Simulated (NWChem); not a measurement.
Molecule: C₃H₃F₃; SMILES C(=C(C)F)(F)F

```xyz
9

C     -1.1771    -1.5278     0.0000
C      0.0198    -0.6440     0.0000
F      1.2171    -1.2776     0.0000
C      0.0245     0.6856     0.0000
F     -1.0844     1.4209     0.0000
F      1.1169     1.4349     0.0000
H     -2.0946    -0.9352     0.0000
H     -1.1777    -2.1759    -0.8851
H     -1.1777    -2.1759     0.8851
```
Atoms are numbered in this order, from 1.

Program: NWChem. All runs use the structure optimised with B3LYP/6-31G* (spherical d).

Q: Predict the results for PBE/def2-SVP. Quantities: highest occupied level (eV); orbital gap (eV); dipole (D).

A: 
* **highest occupied level (eV)**: -5.60
* **orbital gap (eV)**: 5.51
* **dipole (D)**: 1.67
